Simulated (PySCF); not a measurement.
## Which determinant of PbH lies lowest?

Unrestricted PBE0; basis H def2-SVPD, Pb def2-SVPD with ECP60; scalar-relativistic core potentials; PySCF 2.14. Outer shells of the fragments: H 1s1; Pb 5d10 6s2 6p2.

Followed along the bond (rough minima from three points):

```json
{"2Ms+1": "2", "unpaired": "π ↑", "⟨S²⟩ at the start": "0.75", "R at minimum (Å)": "1.86", "Te (eV)": "0.00"}
{"2Ms+1": "4", "unpaired": "σ ↑, π ↑↑", "⟨S²⟩ at the start": "3.76", "R at minimum (Å)": "none in the scan", "Te (eV)": "≤ 2.15"}
```

Solutions found at the starting distance of 1.715 Å, counted from the lowest of them; the search is not exhaustive and high or unbound solutions are not listed, so other states can lie among these:

```json
{"2Ms+1": "2", "unpaired": "π ↑", "term": "²Π", "E (eV)": "0.00", "⟨S²⟩": "0.75", "⟨Lz²⟩": "1.00", "μ (D)": "0.57"}
{"2Ms+1": "4", "unpaired": "σ ↑, π ↑↑", "term": "⁴Σ⁻", "E (eV)": "2.20", "⟨S²⟩": "3.76", "⟨Lz²⟩": "0.00", "μ (D)": "-0.26"}
{"2Ms+1": "2", "unpaired": "σ ↓, π ↑↑", "term": "mixed", "E (eV)": "2.64", "⟨S²⟩": "1.77", "⟨Lz²⟩": "0.00", "μ (D)": "-0.30"}
{"2Ms+1": "2", "unpaired": "σ ↑, π ↑↓", "term": "mixed", "E (eV)": "2.73", "⟨S²⟩": "1.76", "⟨Lz²⟩": "2.01", "μ (D)": "-0.28"}
{"2Ms+1": "2", "unpaired": "σ ↑", "term": "mixed", "E (eV)": "3.52", "⟨S²⟩": "0.76", "⟨Lz²⟩": "2.00", "μ (D)": "-0.25"}
{"2Ms+1": "2", "unpaired": "σ ↑", "term": "²Σ⁺", "E (eV)": "3.71", "⟨S²⟩": "0.75", "⟨Lz²⟩": "0.00", "μ (D)": "-1.75"}
{"2Ms+1": "4", "unpaired": "σ ↑↑, π ↑", "term": "⁴Π", "E (eV)": "5.49", "⟨S²⟩": "3.75", "⟨Lz²⟩": "1.00", "μ (D)": "-2.47"}
{"2Ms+1": "4", "unpaired": "σ ↑, π ↑↑", "term": "mixed", "E (eV)": "7.70", "⟨S²⟩": "3.76", "⟨Lz²⟩": "2.00", "μ (D)": "-0.37"}
{"2Ms+1": "4", "unpaired": "σ ↑, π ↑, δ ↑", "term": "mixed", "E (eV)": "7.95", "⟨S²⟩": "3.76", "⟨Lz²⟩": "5.00", "μ (D)": "-0.72"}
{"2Ms+1": "4", "unpaired": "σ ↑, π ↑, δ ↑", "term": "mixed", "E (eV)": "7.98", "⟨S²⟩": "3.76", "⟨Lz²⟩": "4.97", "μ (D)": "-0.66"}
{"2Ms+1": "2", "unpaired": "π ↑", "term": "²Π", "E (eV)": "8.33", "⟨S²⟩": "0.77", "⟨Lz²⟩": "1.00", "μ (D)": "-0.62"}
```

A term symbol is given only where ⟨S²⟩ and ⟨Lz²⟩ are close to those of a pure state; real π, δ and φ orbitals otherwise mix terms. A positive dipole means H(−)Pb(+).

Spin–orbit coupling is left out, which matters for elements this heavy, above all for dissociation energies. Counting both spins, an empty level lies below a filled one in some of these solutions, because spin and occupation are held.
